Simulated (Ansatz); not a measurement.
Geometry optimisation, RKS BHLYP/def2-SVP in Ansatz.

input.yaml

```yaml
crystal:
  periodic: [false, false, false]
  atoms:
    - { symbol: Ta, position_ang: [-0.412702, -0.307262, 0.161096] }
    - { symbol: Cl, position_ang: [3.232353, 0.021981, 0.411533] }
    - { symbol: F, position_ang: [0.056527, 0.356473, 1.823329] }
    - { symbol: F, position_ang: [0.413631, -0.123521, -1.481923] }
    - { symbol: F, position_ang: [-1.31873, 1.294639, -0.160209] }
    - { symbol: F, position_ang: [-1.941854, -1.328262, 0.130729] }
    - { symbol: F, position_ang: [0.714811, -1.80901, 0.515923] }
    - { symbol: H, position_ang: [2.751565, -1.208438, 0.552121] }
basis:
  gaussian: { orbitals: def2-SVP }
hamiltonian:
  xc: { name: BHLYP }
relax:
  f_tol: 0.03
  max_steps: 50
```

Run as:

```bash
$ ansatz run input.yaml --threads 4 --pin off --max-ram 5120MiB --backend cpu --events-out ev --progress --plain --runs-dir out
```

Problem. Where does it end, and by what steps?

Solution. The run converged. After 13 steps the energy has fallen by 0.223 eV; F5 moved furthest, 0.99 Å. Joined: Ta1–Cl2 (3.67 → 2.90 Å).

| step | energy less start (eV) | largest force component (eV/Å) | accepted |
| --- | --- | --- | --- |
| 0 | 0.0000 | 1.225 | yes |
| 1 | -0.0222 | 1.130 | yes |
| 2 | -0.0595 | 0.358 | yes |
| 3 | -0.0543 | 1.165 | no |
| 4 | -0.0731 | 0.251 | yes |
| 5 | -0.0830 | 0.292 | yes |
| 6 | -0.0922 | 0.648 | yes |
| 7 | -0.1088 | 0.369 | yes |
| 8 | -0.1605 | 0.285 | yes |
| 9 | -0.1964 | 0.660 | yes |
| 10 | -0.1870 | 0.944 | no |
| 11 | -0.2165 | 0.361 | yes |
| 12 | -0.2214 | 0.115 | yes |
| 13 | -0.2229 | 0.024 | yes |

```xyz
8
Properties=species:S:1:pos:R:3
Ta -0.274 -0.428 0.184
Cl 2.503 0.399 0.321
F -0.180 -0.100 2.028
F 0.158 -0.630 -1.630
F -0.335 1.417 -0.089
F -2.026 -0.977 0.101
F 0.718 -1.992 0.502
H 2.931 -0.793 0.535
```

Whether the end is a true minimum wasn't checked by a vibrational analysis.

The run took 42 s on 4 threads of Arm Neoverse V1 (shared host), peak memory 0.34 GiB.
